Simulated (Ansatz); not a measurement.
C₂H₈GeSi (`[SiH3][CH]1[CH2][GeH2]1`), 12 atoms. Total charge 0; spin multiplicity 1. Correlated methods include outer-core shells of Ge, which these sets cover unevenly. Scalar relativity is left out up to krypton. All runs use 4 threads of an Arm Neoverse V1 on a shared host. Correlated methods freeze the cores.

**Question.** How many basis functions does each run have, and how long does it take in Ansatz? RKS BHLYP-D4/def2-TZVPP energy; RKS PBE-QIDH (frozen core)/def2-TZVPP energy; direct RPA on PBE orbitals/def2-TZVPP energy; RKS PBE0-D4/def2-SVP energy; RKS BLYP-D4/def2-TZVPP energy; RKS ωB97M-V/def2-QZVPP energy; RKS PBE0-D4/def2-QZVPP energy; RHF-CCSD(T)/def2-SVP energy; RHF-CCSD(T)/def2-TZVPP energy; RKS HSE06 (plane-wave form)-D4/def2-TZVPP energy; RHF-MP2/def2-QZVPP energy; RKS PBE0-D4/def2-TZVP frequencies. (Best estimate.)

**Answer.** The calculation gave: Other jobs shared the machine, so times are rough.

| level | job | functions | wall time | peak host memory (GiB) |
| --- | --- | --- | --- | --- |
| RKS PBE0-D4/def2-SVP | energy | 118 | 1.6 s | 0.27 |
| RKS BLYP-D4/def2-TZVPP | energy | 264 | 2.5 s | 0.37 |
| RKS BHLYP-D4/def2-TZVPP | energy | 264 | 4.3 s | 0.8 |
| RKS HSE06 (plane-wave form)-D4/def2-TZVPP | energy | 264 | 4.5 s | 0.81 |
| direct RPA on PBE orbitals/def2-TZVPP | energy | 264 | 6 s | 0.75 |
| RKS PBE-QIDH (frozen core)/def2-TZVPP | energy | 264 | 8 s | 0.75 |
| RHF-CCSD(T)/def2-SVP | energy | 118 | 8.5 s | 0.61 |
| RKS PBE0-D4/def2-QZVPP | energy | 513 | 12 s | 2.2 |
| RKS ωB97M-V/def2-QZVPP | energy | 513 | 26 s | 2.7 |
| RHF-MP2/def2-QZVPP | energy | 513 | 34 s | 3.7 |
| RKS PBE0-D4/def2-TZVP | frequencies | 195 | 3.2 min | 0.58 |
| RHF-CCSD(T)/def2-TZVPP | energy | 264 | 3.9 min | 6.3 |
